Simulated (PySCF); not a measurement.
CH₅B (SMILES BC), singlet, geometry from GFN2-xTB. Base run: M062X/def2-SVPD in PySCF.

Here is a job for PySCF.
```python
from pyscf import gto, scf, dft, solvent

mol = gto.Mole()
mol.atom = '''
    B    -0.440757   -0.755695    0.112509
    H    -0.014834   -1.588022    0.815879
    H    -1.483554   -0.911614   -0.394613
    C     0.350601    0.576738   -0.103119
    H     0.026766    1.269753    0.677047
    H     0.143879    1.069642   -1.050215
    H     1.427924    0.478285    0.008070
'''
mol.basis = 'def2-svpd'
mol.charge = 0
mol.spin = 0
mol.verbose = 4
mol.build()

mf = dft.RKS(mol)
mf.xc = 'm062x'
mf.kernel()
mf.analyze()
```

Each row names what was changed in the base input (with any setting that the change needs).

```
change                                                   ΔE vs base (kJ/mol)  dipole (D)  HOMO-LUMO gap (eV)
-------------------------------------------------------  -------------------  ----------  ------------------
base                                                                    0.00        0.55               10.18
model = IEF-PCM; solvent = n-hexane; r_probe = 0.5                     -0.38        0.58               10.19
model = IEF-PCM; solvent = n-hexane; lebedev_order = 11                -0.95        0.60               10.20
model = IEF-PCM; solvent = n-hexane; vdw_scale = 1.1                   -1.41        0.61               10.21
model = IEF-PCM; solvent = n-hexane; vdw_scale = 1.4                   -0.54        0.59               10.20
model = IEF-PCM; solvent = n-hexane; vdw_scale = 1.0                   -2.14        0.62               10.21
model = SS(V)PE; solvent = n-hexane                                    -0.98        0.60               10.20
model = COSMO; solvent = n-hexane                                      -1.01        0.60               10.21
model = C-PCM; solvent = n-hexane                                      -1.28        0.61               10.21
model = IEF-PCM; solvent = acetonitrile                                -2.72        0.69               10.24
model = IEF-PCM; solvent = water                                       -2.80        0.69               10.24
model = IEF-PCM; solvent = tetrahydrofuran                             -2.26        0.67               10.23
```

The base is the gas phase, so ΔE is the electrostatic part of solvation at a fixed geometry, without cavity and dispersion terms.
